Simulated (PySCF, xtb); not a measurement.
2-methylideneimidazole (C₄H₄N₂), SMILES C=C1N=CC=N1.

xtb 6.7.1 with GFN2-xTB at its own geometry gives an orbital gap of 1.86 eV and a dipole moment of 0.33 D.

Geometry: B3LYP-D3(BJ)/def2-SVP.

Question: What does CAM-B3LYP/def2-TZVP run with PySCF give? (The exact figures need the calculation; the answer reports its results.)

Answer: gap 7.53 eV (levels -9.23 and -1.70 eV), dipole 0.69 D.
